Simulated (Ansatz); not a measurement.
**SbH2Cl (SMILES [Cl][SbH2]): the energy, rung by rung**

SbH2Cl: 4 atoms, total charge 0, spin state singlet. As SMILES, `[Cl][SbH2]`. The shape is that of a PBE0-D4/def2-TZVP optimisation.

```xyz
4

Cl   -1.7845    0.2887   -0.6315
Sb    0.5021   -0.2753   -0.5776
H     0.3797   -1.1837    0.8689
H     0.9583    1.1100    0.3199
```

Each level gives the energy change with the Sb2–H3 bond stretched from 1.712 to 2.141 Å (eV). The values are calculated.

```tsv
level	kind	program	value (eV)	less FCI/STO-3G
HF/STO-3G (restricted)	Hartree–Fock	Ansatz	1.61	+0.51
BLYP/STO-3G (restricted)	GGA	Ansatz	1.05	-0.05
r2SCAN/STO-3G (restricted)	meta-GGA	Ansatz	1.18	+0.08
B3LYP/STO-3G (restricted)	global hybrid	Ansatz	1.20	+0.10
PBE0/STO-3G (restricted)	global hybrid	Ansatz	1.24	+0.14
CAM-B3LYP/STO-3G (restricted)	range-separated hybrid	Ansatz	1.33	+0.23
B2PLYP/STO-3G (restricted)	double hybrid	Ansatz	1.28	+0.18
MP2/STO-3G (restricted)	perturbation theory	Ansatz	1.35	+0.25
CCSDT(Q)/STO-3G (restricted)	coupled cluster or CI	Ansatz	1.10	0.00
FCI/STO-3G	exact in the basis	Ansatz	1.10	0.00
```

FCI/STO-3G is exact within its basis and frozen core, so for wave-function methods in that basis the difference is their error; functionals converge differently with the basis, so for them it is only a difference. All-electron rows without a relativistic Hamiltonian named are non-relativistic. The first shape isn't each level's own minimum. The values span 1.05 to 1.61 eV. All rows use very small basis sets, so even the best lies far from the true value. In the correlated wave-function rows the outer d shell of Sb is correlated, in sets not made for it.
